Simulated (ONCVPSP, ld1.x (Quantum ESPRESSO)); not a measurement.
# Potentials for rhodium compared

Generated with ld1.x 7.5 (TM, RRKJ, ultrasoft, PAW), atompaw 4.2 or ONCVPSP 4.0.1. The cutoff is in Ry: for ld1.x and atompaw files where the sum of valence levels is converged to 10 mRy in a Bessel basis, for ONCV files where the hardest occupied wave has 1 mHa per electron of residual kinetic energy. The error is the largest all-electron minus pseudo excitation energy over each file’s own four to seven test configurations (ionisations up to +4, promotions, holes and added fractions of an electron), all of which were solved. The labels leave out finer settings (local radius, basis sizes, second energies), which also bear on the numbers. Spin-polarised tests are not counted. The rows are a selection from randomly drawn settings: files with unsolved tests, undetermined cutoffs or missed reference levels are left out.

| potential | cutoff (Ry) | largest error (meV) | bound ghosts |
| --- | --- | --- | --- |
| ONCV, LDA (Perdew-Wang 92), non-relativistic, rc 1.45/1.45/2.20 (spd), local smoothed, core correction yes, reference 4s2 4p6 4d8 5s0.5, qcut 7.5/11.6/7.8, projectors 2/1/1 | 80 | +6.6 | none |
| ONCV, PBE, scalar-relativistic, rc 1.40/1.20/2.00 (spd), local smoothed, core correction yes, reference 4s2 4p6 4d8 5s1, qcut 10.6/6.2/8.4, projectors 2/2/1 | 171 | -4.1 | none |
| RRKJ, PBE, scalar-relativistic, rc 2.50/3.70/1.40 (spd), local s, core correction yes, reference 4d8 5s0.75 5p0.25 | 55 | -1885 | none |
| ONCV, PBE, scalar-relativistic, rc 1.55/1.20/1.90 (spd), local smoothed, core correction yes, reference 4s2 4p6 4d8 5s0.5, qcut 8.6/6.8/9.9, projectors 2/2/2 | 156 | -1.6 | none |
| ONCV, PBE, scalar-relativistic, rc 1.40/1.75/1.25 (spd), local smoothed, core correction yes, reference 4s2 4p6 4d8 5s1, qcut 7.1/6.3/7.4, projectors 2/1/2 | 57 | -5.0 | none |

Q: Fill in the row for Rh: ONCV, LDA (Perdew-Zunger), scalar-relativistic, rc 1.50/1.30/1.30 (spd), local d, core correction yes, reference 4s2 4p6 4d8 5s1, qcut 6.9/9.7/12.9, projectors 2/3/0.

A: cutoff 80 Ry, largest error -1.9 meV, bound ghosts: none.

Q: Fill in the row for Rh: ONCV, LDA (Perdew-Zunger), fully relativistic, rc 1.30/1.60/2.10 (spd), local smoothed, core correction yes, reference 4s2 4p6 4d8 5s1, qcut 9.3/8.2/7.6, projectors 2/2/2.

A: cutoff 66 Ry, largest error +34 meV, bound ghosts: none.

Q: Fill in the row for Rh: ONCV, PBE, scalar-relativistic, rc 1.40/1.65/1.25 (spd), local smoothed, core correction yes, reference 4s2 4p6 4d7, qcut 8.6/6.6/7.5, projectors 1/2/2.

A: cutoff 55 Ry, largest error +1034 meV, bound ghosts: none.
